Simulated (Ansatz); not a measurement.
Geometry optimisation, Ansatz 0.2.0, RKS LDA/STO-3G.

The input (input.yaml):

```yaml
crystal:
  periodic: [false, false, false]
  atoms:
    - { symbol: O, position_ang: [-2.1316, -0.3788, 0.4182] }
    - { symbol: B, position_ang: [-0.8913, -0.7085, -0.1641] }
    - { symbol: C, position_ang: [0.4265, -0.2662, 0.5438] }
    - { symbol: B, position_ang: [1.3869, 0.6742, -0.4085] }
    - { symbol: F, position_ang: [0.8004, 1.9422, -0.836] }
    - { symbol: H, position_ang: [-2.3966, 0.5531, -0.0136] }
    - { symbol: H, position_ang: [-0.8198, -1.344, -1.152] }
    - { symbol: H, position_ang: [0.2633, 0.3047, 1.4828] }
    - { symbol: H, position_ang: [1.0501, -1.1572, 0.8552] }
    - { symbol: H, position_ang: [2.3952, 0.3293, -0.7227] }
basis:
  gaussian: { orbitals: STO-3G }
hamiltonian:
  xc: lda
relax:
  f_tol: 0.02
  max_steps: 40
scf:
  lower_state_search: "off"
```

Run as:

```bash
$ ansatz run input.yaml --threads 1 --pin off --max-ram 2048MiB --backend cpu --events-out ev --progress --plain --runs-dir out
```

Where does it end, and by what steps?

The run converged. Limits of this set-up: minimal basis. After 15 steps the energy has fallen by 2.108 eV; H6 moved furthest, 0.61 Å.

```json
{"step": "0", "energy less start (eV)": "0.0000", "largest force component (eV/Å)": "6.003", "accepted": "yes"}
{"step": "1", "energy less start (eV)": "-0.6297", "largest force component (eV/Å)": "3.133", "accepted": "yes"}
{"step": "2", "energy less start (eV)": "-0.8332", "largest force component (eV/Å)": "2.296", "accepted": "yes"}
{"step": "3", "energy less start (eV)": "-0.9227", "largest force component (eV/Å)": "0.670", "accepted": "yes"}
{"step": "4", "energy less start (eV)": "-1.0333", "largest force component (eV/Å)": "1.088", "accepted": "yes"}
{"step": "5", "energy less start (eV)": "-1.3358", "largest force component (eV/Å)": "1.901", "accepted": "yes"}
{"step": "6", "energy less start (eV)": "-1.6726", "largest force component (eV/Å)": "3.398", "accepted": "yes"}
{"step": "7", "energy less start (eV)": "-2.0508", "largest force component (eV/Å)": "0.443", "accepted": "yes"}
{"step": "8", "energy less start (eV)": "-2.0873", "largest force component (eV/Å)": "0.214", "accepted": "yes"}
{"step": "9", "energy less start (eV)": "-2.0938", "largest force component (eV/Å)": "0.592", "accepted": "yes"}
{"step": "10", "energy less start (eV)": "-2.1006", "largest force component (eV/Å)": "0.365", "accepted": "yes"}
{"step": "11", "energy less start (eV)": "-2.1032", "largest force component (eV/Å)": "0.372", "accepted": "yes"}
{"step": "12", "energy less start (eV)": "-2.1047", "largest force component (eV/Å)": "0.249", "accepted": "yes"}
{"step": "13", "energy less start (eV)": "-2.1078", "largest force component (eV/Å)": "0.075", "accepted": "yes"}
{"step": "14", "energy less start (eV)": "-2.1080", "largest force component (eV/Å)": "0.021", "accepted": "yes"}
{"step": "15", "energy less start (eV)": "-2.1081", "largest force component (eV/Å)": "0.005", "accepted": "yes"}
```

```xyz
10
Properties=species:S:1:pos:R:3
O -2.106 -0.355 -0.163
B -0.817 -0.757 -0.266
C 0.353 -0.116 0.568
B 1.271 0.699 -0.410
F 1.218 2.010 -0.451
H -2.160 0.399 0.532
H -0.625 -1.624 -1.039
H -0.027 0.500 1.402
H 0.960 -0.945 0.974
H 2.016 0.139 -1.144
```

Run time: 82 s on 1 thread of Intel(R) Xeon(R) Processor @ 2.50GHz (Skylake/Cascade Lake), with other jobs on the host, peak memory 0.14 GiB.
